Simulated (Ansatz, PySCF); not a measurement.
Breaking the Si2–N1 bond in H5NSi (SMILES N[SiH3]) (multiplicity 1 held, fragments rigid). Energies count from the point at 1.724 Å.
Geometry at that point (charge 0, multiplicity 1):
```
atom    x (Å)    y (Å)    z (Å)
----  -------  -------  -------
N      1.1401  -0.0792  -0.1102
Si    -0.5733   0.0471   0.0303
H      1.7367   0.6014   0.3334
H      1.5818  -0.9850  -0.1282
H     -1.1412  -0.2861   1.3661
H     -0.9523   1.4463  -0.2735
H     -1.1795  -0.8820  -0.9509
```

Unrestricted levels (U-) break spin symmetry where that is lower. Curves can end on different states.

Rows in 6-31G* carry no dispersion term and start afresh at each structure (6-31G* with six Cartesian d functions). MP2/6-31G* freezes PySCF's default core.

Programs: Ansatz (Gaussian orbitals); PySCF for 6-31G* rows. Values without a source in brackets are computed.

**Question.** One of these levels gives 380.5 kJ/mol for the energy at R = 5.516 Å. Name it.
A. R-HF/6-31G*
B. U-B3LYP/cc-pV(T+d)Z
C. R-MP2/6-31G*
D. U-HF/cc-pV(T+d)Z

**Answer.** C, R-MP2/6-31G*. The others give 854.6 (R-HF/6-31G*), 330.1 (U-HF/cc-pV(T+d)Z), 432.1 (U-B3LYP/cc-pV(T+d)Z)

Doubts at one or more of the structures used: a restricted determinant that unrestricted orbitals would lower (R-HF/6-31G*, R-MP2/6-31G*); a spin-contaminated determinant (U-HF/cc-pV(T+d)Z, U-B3LYP/cc-pV(T+d)Z).

Ansatz is a program for electronic structure.
